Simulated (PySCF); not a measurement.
C2H5S, SMILES C(C)[S], multiplicity 2.

Geometry optimised at PBE0-D3(BJ)/def2-TZVP. The isomer is the one that the SMILES or the coordinates give; other isomers of the formula were not compared.

Computed with TDA-PBE/def2-SVPD run with PySCF.

Vertical excitations. 

```csv
state,energy (eV),λ (nm),f,main pairs
root 1,0.26,4744,0.000,β HOMO→LUMO 100 %
root 2,3.27,379,0.002,β HOMO−1→LUMO 100 %
root 3,3.99,311,0.014,β HOMO−2→LUMO 99 %
root 4,4.73,262,0.001,β HOMO−3→LUMO 100 %
root 5,5.18,239,0.004,"α HOMO→LUMO 19 %, β HOMO→LUMO+1 78 %"
root 6,5.50,226,0.033,"α HOMO→LUMO 72 %, β HOMO→LUMO+1 21 %, β HOMO→LUMO+2 6 %"
root 7,5.64,220,0.000,β HOMO−4→LUMO 99 %
root 8,5.74,216,0.000,"α HOMO→LUMO+1 32 %, α HOMO→LUMO 7 %, β HOMO→LUMO+2 60 %"
root 9,6.17,201,0.051,"α HOMO→LUMO+1 62 %, β HOMO→LUMO+2 32 %"
root 10,6.25,198,0.002,"α HOMO→LUMO+3 9 %, β HOMO→LUMO+3 86 %"
```
Unrestricted roots are not spin-pure.
